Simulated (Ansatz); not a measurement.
Consider the substitution at a C–N bond: `C[NH][AlH][OH]` + `C[NH][AlH][F]` → `C[N](C)[AlH][F]` + `[NH2][AlH][OH]`.

Calculated with Ansatz (gas phase, PBE0-D4/def2-TZVP geometries, no zero-point term in ΔE). CCSD(T)/CBS is the MP2 limit (def2-TZVPP, def2-QZVPP) plus CCSD(T) − MP2 in def2-TZVPP, frozen cores. This one scheme is used for every species. Functionals use def2-TZVPP. Each species was taken in one conformer, which may not be the lowest.

```
     level  ΔE (kJ/mol)
r2SCAN0-D4        -18.2
  BHLYP-D4        -16.0
```

**Question.** What does CCSD(T)/CBS give? (Estimate.)

**Answer.** The calculation gave: -18.0 kJ/mol. The listed levels differ from it by -0.2, 2.0 kJ/mol.

Largest T1 diagnostic among the species: 0.012.

In def2-TZVPP, CCSD(T) changes the Hartree–Fock value by −6.7 kJ/mol (the triples alone add −1.2 kJ/mol) and MP2 by −8.9 kJ/mol. Leaving LDA and LC-ωPBE aside and taking each functional with its dispersion term where it has one, the values, not all of them listed here, spread over 2.9 kJ/mol, from B97M-V to BHLYP-D4. LDA lies −6.2 kJ/mol from PBE without D4.
